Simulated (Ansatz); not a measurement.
CFNSi, SMILES `N#C[Si]F` (excited triplet) (charge 0, multiplicity 3). This triplet is an excited state, 2.01 eV above the relaxed singlet at the level B3LYP/cc-pVTZ // PBE0-D3(BJ)/def2-TZVP (Ansatz, a program for electronic structure).

Cartesian coordinates (Å):
```xyz
4

N     -1.9787    -0.1074     0.1785
C     -0.8483     0.1106     0.0329
Si     0.8672     0.5657    -0.2225
F      1.9598    -0.5690     0.0111
```
Charge 0, spin multiplicity 3.

Frozen-core energies in cc-pVDZ from Ansatz at a geometry from PBE0-D3(BJ)/def2-TZVP; the HF reference has <S^2> = 2.12 and the T1 diagnostic is 0.032.

| level | energy (Ha) |
|---|---|
| HF | -480.65678 |
| MP2 | -481.16011 |
| CCSD | -481.18322 |

Problem. Estimate the energies of CCSD(T), CCSDT and CCSDT(Q), and give each level's difference from CCSDT(Q).

Solution. 
| level | energy (Ha) | difference from CCSDT(Q) (mHa) |
|---|---|---|
| MP2 | -481.16011 | 44.39 |
| CCSD | -481.18322 | 21.28 |
| CCSD(T) | -481.20113 | 3.37 |
| CCSDT | -481.20224 | 2.26 |
| CCSDT(Q) | -481.20450 | 0.00 |
